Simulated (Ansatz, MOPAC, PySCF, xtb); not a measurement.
Donor–acceptor adduct: BH3 (SMILES B) (first 4 atoms) with H2S (SMILES S); geometry from B3LYP-D3(BJ)/def2-TZVP, rigid monomers moved along the line of their centres of mass till B1···S5 is 2.84 Å.
(charge 0, multiplicity 1):
```xyz
7

B     -0.44935    -0.32521     0.66950
H      0.40568    -0.88714     0.03847
H     -1.24784    -1.05693     1.19111
H     -0.87943     0.69036     0.20214
S      1.05383     0.47172     2.94346
H      0.22527     1.31428     3.58842
H      1.81799     1.47774     2.47833
```

Interaction energies are E(AB) − E(A) − E(B) at the monomers' geometry in the complex; basis-set methods are counterpoise corrected.

Cores are frozen in the correlated methods. CBS: X⁻³ extrapolation of the correlation energy, Hartree–Fock from the larger set. Rows in 6-31G* carry no dispersion term and start afresh at each structure (6-31G* with six Cartesian d functions). MP2/6-31G* freezes PySCF's default core. The state that PM3, PM7 reach isn't checked; PM7 holds dispersion and hydrogen-bond terms.

Codes used: Ansatz (Gaussian basis) for Hartree–Fock, density functionals and correlated methods; MOPAC for PM3, PM7 (differences of heats of formation); PySCF for 6-31G* rows; xtb for the GFN methods. Values without a source in brackets are computed.

```csv
level,interaction energy (kJ/mol)
PM3,-72.1
PM7,-26.6
GFN1-xTB,-39.4
PBE/def2-TZVPPD,-48.3
B3LYP/def2-TZVPPD,-37.6
MP2/6-31G*,-32.3
MP2/aug-cc-pV(D+d)Z,-37.3
SCS-MP2/aug-cc-pV(T+d)Z,___
"CCSD(T)/CBS(aug-cc-pV(D+d)Z, aug-cc-pV(T+d)Z)",-39.2
```

**Question.** Fill in the missing entries.

**Answer.** 
- SCS-MP2/aug-cc-pV(T+d)Z, interaction energy (kJ/mol): -35.4

Ansatz is a program for electronic structure.
